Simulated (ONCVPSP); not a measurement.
**B (Z = 5): ONCV pseudisation with PBE, scalar-relativistic reference atom.**

boron, optimised norm-conserving Vanderbilt (ONCV), made with ONCVPSP 4.0.1 (PBE, scalar-relativistic). Core [He], reference 2s2 2p1. Waves: 2s: rc 1.05 bohr, ncon 5, nbas 10, qcut 7.2 1/bohr, 2 projectors, debl 1.6 Ha; 2p: rc 3.95 bohr, ncon 4, nbas 9, qcut 4.4 1/bohr, 2 projectors, debl 2.2 Ha. Local part: polynomial inside 0.95 bohr (lpopt 5, dvloc0 0 Ha). Core correction: none.

Poles of the logarithmic derivatives, all-electron (AE) and pseudo (PS). s: poles at no energy (AE) and no energy (PS) Ha. p: poles at -0.1, 0.9, 2.5, 4.7 (AE) and -0.1, 1.0, 2.5, 4.7 (PS) Ha. Test radii: s 1.06, p 4.02 bohr.

- Cutoffs needed: 24 Ha and 230 Ha (the cutoffs (Ha) at which the residual kinetic energy of the hardest occupied pseudo-wave falls to 1 and 0.1 mHa per electron) The cutoffs count occupied waves only; projector 2 of the s channel, the hardest unoccupied one, needs 71 Ha at the loose tolerance.
- Ghost test: ghosts flagged at negative energy: s at -131.7 eV; no localised positive-energy state flagged; a true bound ghost makes a file unfit for plane-wave use
- Largest excitation error: +528 meV (all-electron minus pseudo) for 2s1 2p0, out of 4 test configurations
